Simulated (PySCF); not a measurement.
C6H12O2Si.
Numbering: `[CH3:1][C:2](=[O:3])[C@@H:4]1[CH2:5][O:6][CH2:7][CH2:8][SiH2:9]1` (hydrogens: H10, H11, H12 on C1; H13 on C4; H14, H15 on C5; H16, H17 on C7; H18, H19 on C8; H20, H21 on Si9)

All values: PBE0/pcSseg-1 (PySCF, non-relativistic), on one gas-phase PBE0-D3(BJ)/def2-SVP geometry that isn't relaxed in the solvent. The solvent is an IEF-PCM continuum (cavity from Bondi-type radii × 1.2). The model holds no explicit solvent molecules, cavitation or dispersion.

Gas phase at PBE0/pcSseg-1: HOMO -7.08 eV, LUMO -0.41 eV, dipole 2.95 D.

Q: What does the continuum do to the energy, the frontier levels and the dipole at PBE0/pcSseg-1 in acetonitrile?

A: 
| solvent | ε | E(solvent) − E(gas) (kcal/mol) | polarisation term (kcal/mol) | distortion of the solute (kcal/mol) | HOMO (eV) | LUMO (eV) | dipole (D) |
| --- | --- | --- | --- | --- | --- | --- | --- |
| acetonitrile | 35.69 | -7.04 | -8.29 | 1.25 | -7.14 | -0.40 | 4.00 |

The first energy column is the sum of the next two and covers electrostatics alone.

Q: Which radius a makes the point-dipole formula ΔE = −[(ε − 1)/(2ε + 1)]·μ²/a³ give the value in acetonitrile, with the gas-phase dipole?

A: μ = 1.159 au and |ΔE| = 0.01122 Eh give a = 2.04 Å; the farthest nucleus lies 3.92 Å from the centroid of the nuclei, so such a sphere wouldn't even hold the nuclei. The formula assumes a rigid point dipole at the centre of a sphere.

Q: Which Hirshfeld charges (PBE0/pcSseg-1) respond most in acetonitrile (means over atoms taken as equivalent)?

A: 
| atoms | environment | gas (e) | solvent (e) | change |
| --- | --- | --- | --- | --- |
| O3 | ketone oxygen | -0.238 | -0.281 | -0.043 |
| O6 | cyclic ether oxygen | -0.144 | -0.160 | -0.016 |
| H13 | methine hydrogen | +0.044 | +0.055 | +0.011 |
| H18 | methylene hydrogen | +0.047 | +0.055 | +0.008 |
| Si9 | SiH2 silicon | +0.338 | +0.344 | +0.006 |
| C2 | ketone carbonyl carbon | +0.164 | +0.170 | +0.006 |
| H10/H11/H12 | methyl hydrogen | +0.052 | +0.058 | +0.006 |
| H17 | methylene hydrogen | +0.034 | +0.039 | +0.005 |

Q: Which Mayer bond orders change most in acetonitrile?

A: 
```tsv
bond	length (Å)	gas	solvent	change
C2–O3	1.211	2.006	1.953	-0.053
C1–C2	1.510	1.013	1.031	+0.018
C2–C4	1.503	0.934	0.951	+0.017
O6–C7	1.402	0.942	0.926	-0.016
Si9–C4	1.910	0.819	0.810	-0.009
C1–H10	1.103	0.939	0.931	-0.008
C4–H13	1.105	0.914	0.907	-0.007
C7–C8	1.531	1.020	1.026	+0.006
```
